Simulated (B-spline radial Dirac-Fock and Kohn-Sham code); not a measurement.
# Hg¹⁴⁺: M4-N67N67 lines in intermediate coupling

System: mercury as Hg¹⁴⁺, [Kr] 4d10 4f14 5s2 5p4.

The run's input, task.json:

```json
{"items": [{
  "Z": 80,
  "q": 14,
  "cfg": [[1, 0, 2], [2, 0, 2], [2, 1, 6], [3, 0, 2], [3, 1, 6], [3, 2, 10], [4, 0, 2], [4, 1, 6], [4, 2, 10], [4, 3, 14], [5, 0, 2], [5, 1, 4]],
  "A": 202,
  "rrms": 5.4648,
  "do": ["binding", "quiet", "double"]
}]}
```

Command: `python xray_run.py task.json out`

Calculated with a radial atomic solver, using Dirac-Fock (average of configuration) total-energy differences with a finite nucleus, the Breit interaction including its frequency dependence, and self-energy and vacuum-polarisation corrections. The two-hole levels come from diagonalising the Coulomb interaction among the jj configurations; intensities are independent-particle Coulomb rates. Kinetic energies are from the vacuum level. The model has no electron correlation. Open outer shells are spectators and are not coupled to the holes.

```
kinetic energy (eV)  J  leading jj holes (weight)  leading LS term (weight)  intensity (%)
             1848.0  0                N6N6 (0.80)                ¹S0 (0.86)            0.7
             1857.5  2                N6N6 (0.73)                ¹D2 (0.46)            3.4
             1859.0  1                N6N7 (1.00)                ³P1 (1.00)            0.5
             1860.1  6                N6N7 (0.94)                ¹I6 (0.98)           50.4
             1860.2  0                N7N7 (0.80)                ³P0 (0.86)            0.0
             1861.6  2                N6N7 (0.56)                ³P2 (0.50)            2.0
             1861.9  4                N6N6 (0.95)                ³H4 (0.54)           20.3
             1865.2  3                N6N7 (1.00)                ³F3 (1.00)            2.6
             1865.6  4                N6N7 (0.95)                ³H4 (0.40)            7.5
             1866.0  2                N7N7 (0.77)                ³F2 (0.51)            0.1
             1866.9  5                N6N7 (1.00)                ³H5 (1.00)           11.2
             1869.4  4                N7N7 (1.00)                ³F4 (0.59)            0.1
             1870.7  6                N7N7 (0.94)                ³H6 (0.98)            1.1
```

The strongest line, by its leading LS label ¹I6, lies at 1860.1 eV. The mean weight of the leading component is 0.88 in jj and 0.75 in LS coupling, so jj labels describe these levels better.
